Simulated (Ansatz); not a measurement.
(1) Predict a relaxed structure of Ge₂Se₃⁻, charge -1, doublet, at r2SCAN-D4/def2-SVPD (Ansatz).

Results:

(1) 
```tsv
atom	x (Å)	y (Å)	z (Å)
Ge1	-1.216	-0.170	0.548
Ge2	1.216	0.170	-0.548
Se3	-0.528	1.938	-0.571
Se4	0.885	-0.336	1.861
Se5	-0.358	-1.603	-1.290
```
Point group D3h (tolerance 0.1 Å). This is one stationary point.

The relaxation made no stability test and no search for a lower SCF solution. The structure comes from a short search, and lower isomers may exist.
